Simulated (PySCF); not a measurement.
Be(SiH3)(GeH3), SMILES [SiH3][Be][GeH3], PBE0/def2-SVP optimised geometry.

```
9

Be     0.03    -0.07     0.00
Si     2.22    -0.07     0.00
H      2.79     1.32    -0.02
H      2.79    -0.78    -1.20
H      2.79    -0.75     1.21
Ge    -2.19    -0.07     0.00
H     -2.78     1.15     0.75
H     -2.78    -0.03    -1.42
H     -2.79    -1.32     0.68
```

Density from PBE0/def2-TZVP (PySCF 2.14.0) at that geometry.

Minimum of the electron density along straight lines between bonded atoms, close to the bond critical point (lines longer than 1.1 times the sum of covalent radii, or with two minima, are not listed):

| bond | length / Å | ρ at the minimum / e bohr⁻³ | ∇²ρ there / e bohr⁻⁵ | position (fraction from the first atom) |
|---|---|---|---|---|
| Be1–Si2 | 2.198 | 0.072 | (withheld) | 0.30 |
| Si2–H3 | 1.501 | 0.115 | 0.16 | 0.49 |
| Si2–H4 | 1.501 | 0.115 | 0.16 | 0.49 |
| Si2–H5 | 1.501 | 0.115 | 0.16 | 0.49 |
| Be1–Ge6 | 2.214 | 0.070 | (withheld) | 0.29 |
| Ge6–H7 | 1.546 | 0.129 | 0.06 | 0.59 |
| Ge6–H8 | 1.546 | 0.129 | 0.06 | 0.59 |
| Ge6–H9 | 1.546 | 0.129 | 0.06 | 0.59 |

Fill in the missing entries.


- Be1–Si2, ∇²ρ there / e bohr⁻⁵: -0.02
- Be1–Ge6, ∇²ρ there / e bohr⁻⁵: -0.01
